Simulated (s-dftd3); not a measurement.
C₄H₉ (SMILES C[C-](C)C), charge -1, singlet, geometry from GFN2-xTB; D3(bj) for b3lyp in s-dftd3.

Input for s-dftd3:
```
$ s-dftd3 mol.xyz --bj b3lyp --json dftd3.json --noedisp --grad

# file mol.xyz
13

C      0.00366132    -0.00257993     0.50987381
C      0.00604899     1.42125247    -0.05700883
H     -0.00171725     1.48743097    -1.17683124
H     -0.87186003     1.98005613     0.29102195
H      0.89392380     1.97203055     0.27830152
C      1.22682796    -0.71573222    -0.07658806
H      1.27104904    -0.74055799    -1.19724426
H      2.15487708    -0.23527963     0.25807796
H      1.26497933    -1.76050060     0.25675066
C     -1.23425894    -0.70454644    -0.05885878
H     -1.29484415    -0.72889586    -1.17875997
H     -1.27709886    -1.74894672     0.27506338
H     -2.15298495    -0.21570016     0.28911112
```

Problem. Predict the main parts of the log of this s-dftd3 run.

Solution. 
```
-----------------------------------
 s i m p l e   D F T - D 3  v1.4.0
-----------------------------------

Rational (Becke-Johnson) damping: b3lyp-D3(BJ)
---------------------
  s6         1.0000
  s8         1.9889
  s9         0.0000
  a1         0.3981
  a2         4.4211
 alp        14.0000
--------------------

Dispersion energy:      -1.4433379342329E-02 Eh

Gradient norm:           1.0801827854783E-03 Eh/a0
--------------------------------------------------
     #    Z           dE/dx      dE/dy      dE/dz
--------------------------------------------------
     1    6 C     6.174E-07 -4.350E-07  8.598E-05
     2    6 C     1.913E-06  3.983E-04  1.425E-05
     3    1 H     3.201E-07  2.612E-04 -1.204E-04
     4    1 H    -5.474E-05  2.601E-04  4.210E-05
     5    1 H     5.770E-05  2.596E-04  4.129E-05
     6    6 C     3.442E-04 -2.008E-04  8.756E-06
     7    1 H     2.242E-04 -1.307E-04 -1.240E-04
     8    1 H     2.533E-04 -8.271E-05  3.816E-05
     9    1 H     1.966E-04 -1.798E-04  3.807E-05
    10    6 C    -3.458E-04 -1.977E-04  1.373E-05
    11    1 H    -2.272E-04 -1.287E-04 -1.207E-04
    12    1 H    -1.977E-04 -1.780E-04  4.091E-05
    13    1 H    -2.534E-04 -8.041E-05  4.181E-05
--------------------------------------------------

Virial:
--------------------------------------------------
      component           x          y          z
--------------------------------------------------
          x       5.896E-03  1.771E-07 -3.500E-05
          y       1.771E-07  5.896E-03  2.467E-05
          z      -3.500E-05  2.467E-05  1.022E-03
--------------------------------------------------

[Info] JSON dump of results written to 'dftd3.json'
```
